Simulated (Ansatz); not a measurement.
CH4Mg (SMILES [CH3][MgH]) moved off its minimum; all values from Ansatz (a first-principles code), cores frozen in correlated methods.
(charge 0, multiplicity 1)
```xyz
6

Mg    -0.7781    -0.4068    -0.0976
H     -2.2578    -1.1960    -0.3577
C      1.0546     0.5569     0.2221
H      1.5626     0.2821     1.0759
H      1.0470     1.5993     0.1976
H      1.7910     0.3526    -0.5981
```

```
level                largest force (eV/Å)  on atom  rms difference from CCSD(T)/def2-TZVPPD (eV/Å)  dipole (D)
-------------------  --------------------  -------  ----------------------------------------------  ----------
HF/def2-TZVPP                        2.91       C3                                           0.142        0.40
PBE/def2-TZVPP                       2.98       C3                                           0.095        0.48
r2SCAN/def2-TZVPP                    2.97       C3                                           0.053        0.46
B3LYP/def2-TZVPP                     2.88       C3                                           0.044        0.44
wB97M-V/def2-TZVPP                   2.94       C3                                           0.057        0.44
MP2/def2-TZVPPD                      2.94       C3                                           0.058        0.40
CCSD(T)/def2-TZVPPD                  2.92       C3                                           0.000        0.37
```

The differences count from one level among others, with limits of its own. Forces at CCSD(T)/def2-TZVPPD (eV/Å):

```json
[
 {"atom": "Mg1", "Fx": "0.159", "Fy": "0.107", "Fz": "0.029"},
 {"atom": "H2", "Fx": "-0.121", "Fy": "-0.068", "Fz": "-0.024"},
 {"atom": "C3", "Fx": "-0.149", "Fy": "-1.112", "Fz": "-2.697"},
 {"atom": "H4", "Fx": "1.056", "Fy": "-0.735", "Fz": "2.212"},
 {"atom": "H5", "Fx": "-0.414", "Fy": "2.071", "Fz": "0.188"},
 {"atom": "H6", "Fx": "-0.530", "Fy": "-0.263", "Fz": "0.293"}
]
```
